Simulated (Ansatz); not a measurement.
Ansatz (a program for electronic structure) input (CCSD(T)/cc-pVTZ):

Ansatz 0.2 input:
```yaml
crystal:
  periodic: [false, false, false]
  atoms:
    - {symbol: Si, position_ang: [0.81172158, -0.57889441, 0.10772182]}
    - {symbol: F, position_ang: [2.35180447, -0.27453806, -0.37219608]}
    - {symbol: N, position_ang: [-0.24647524, 0.62305425, -0.39850186]}
    - {symbol: Si, position_ang: [-2.01867867, 0.56599927, 0.19146885]}
    - {symbol: H, position_ang: [0.86231024, -0.66367643, 1.58527770]}
    - {symbol: H, position_ang: [0.59695180, -1.95278689, -0.43730483]}
    - {symbol: H, position_ang: [-0.15886201, 0.97211634, -1.33979024]}
    - {symbol: H, position_ang: [-1.74615035, 0.89168908, 1.67131199]}
    - {symbol: H, position_ang: [-2.09776395, -0.95734757, 0.47111383]}
basis:
  gaussian:
    orbitals: cc-pVTZ
total_charge: -1
magnetization: {spin_polarized: false}
correlation: {method: ccsd_t, electrons: outside_noble_gas}
```

Output:

```
Functional definition: HF
integrals: 0.79 GiB planned
1151 factors; integrals over basis functions are off by at most 1.3e-3 eV
mean field: 0.93 GiB planned
mean field evaluation 1: about -19993.6428 eV, gradient 2.6e1 eV
mean field evaluation 2: about -19993.8940 eV, gradient 2.6e1 eV
mean field evaluation 4: about -19995.9890 eV, gradient 3.8e0 eV
mean field evaluation 8: about -19996.0402 eV, gradient 2.2e-1 eV
mean field evaluation 16: about -19993.6425 eV, gradient 2.6e1 eV
mean field -19996.04071953 eV, -734.8409426396 hartree, gradient 4.8e-6 eV, S^2 0.000000; 0 other end points of the search recorded, 0 dependent functions left out
12 core orbitals not correlated
reference -19996.04071953 eV, -734.8409426396 hartree; 13, 13 occupied and 173, 173 virtual orbitals, 1151 factors
second order -19.76303306 eV of doubles, -0.00000000 eV of singles
coupled cluster: 2.27 GiB planned
cycle   1  -20.20007543 eV  change   -4.4e-1 eV  update   1.0e-1
cycle   2  -20.73430550 eV  change   -5.3e-1 eV  update   3.1e-2
cycle   3  -20.83784568 eV  change   -1.0e-1 eV  update   1.6e-2
cycle   4  -20.82280290 eV  change    1.5e-2 eV  update   3.9e-3
cycle   5  -20.82193552 eV  change    8.7e-4 eV  update   1.8e-3
cycle   6  -20.82236633 eV  change   -4.3e-4 eV  update   6.1e-4
cycle   7  -20.82191560 eV  change    4.5e-4 eV  update   2.4e-4
cycle   8  -20.82190227 eV  change    1.3e-5 eV  update   8.3e-5
cycle   9  -20.82196183 eV  change   -6.0e-5 eV  update   2.9e-5
cycle  10  -20.82195564 eV  change    6.2e-6 eV  update   1.1e-5
perturbative correction -0.73674239 eV, -0.0270747833 hartree
Total energy: -20017.59941756 eV, -735.6332101791 hartree
```

It need not be the lowest isomer of its formula. Whether it binds its extra electron was not tested at this geometry.
